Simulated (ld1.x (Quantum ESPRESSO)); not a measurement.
# Which change was made? (As, TM)

```
Element                 : arsenic
Generator               : ld1.x (Quantum ESPRESSO) 7.5
Type                    : norm-conserving Troullier–Martins (Kleinman–Bylander form)
Functional              : PBE
Relativity              : fully relativistic
Frozen core             : [Ar] 3d10
Valence charge          : 5
Reference configuration : 4s2 4p3
Partial waves           : 4s (bound): rc 1.25 bohr; 4p (bound): rc 2.25 bohr
Local potential         : the p channel
Core correction         : Bessel-smoothed model core inside 1.05 bohr
```

Open shells are filled in proportion to 2j + 1 (rel_dist='average').

Cutoffs, loose and tight: the cutoffs (Ry, on a coarse ladder) from which the occupation-weighted sum of valence levels, in a spherical-Bessel basis at the reference potential, stays within 10 and 1 mRy of its value at 400 Ry. They do not see the model core or the augmentation charge, which bear on the density cutoff. Test errors are all-electron minus pseudo excitation energies from the reference, over the configurations 4s2 4p2; 4s2 4p1; 4s2 4p0; 4s0 4p5; 4s1 4p4; 4s1 4p0; 4s2 4p3.3; variants that change the core or the reference have their own tests.

The base gives: outcome: generated, misses its reference levels by 0.18 eV; cutoff, loose: 50 Ry; cutoff, tight: 140 Ry; bound ghosts: none; largest test error (meV): -414.

(1) After one change the result is: outcome: generated, misses its reference levels by 0.18 eV; cutoff, loose: 35 Ry; cutoff, tight: 70 Ry; bound ghosts: none; largest test error (meV): -491. Which change was it?
A. all radii but the core radius scaled by about 0.85 (s 1.06, p 1.92 bohr)
B. all radii but the core radius scaled by about 0.77 (s 0.96, p 1.74 bohr)
C. all radii but the core radius scaled by about 1.14 (s 1.42, p 2.56 bohr)

Answers

(1) C. The others give: all radii but the core radius scaled by about 0.85 (s 1.06, p 1.92 bohr) → outcome: generated, misses its reference levels by 0.18 eV; cutoff, loose: 180 Ry; cutoff, tight: 300 Ry; bound ghosts: s; largest test error (meV): -336 | all radii but the core radius scaled by about 0.77 (s 0.96, p 1.74 bohr) → outcome: generated, misses its reference levels by 0.18 eV; cutoff, loose: 260 Ry; cutoff, tight: 300 Ry; bound ghosts: s; largest test error (meV): -335.
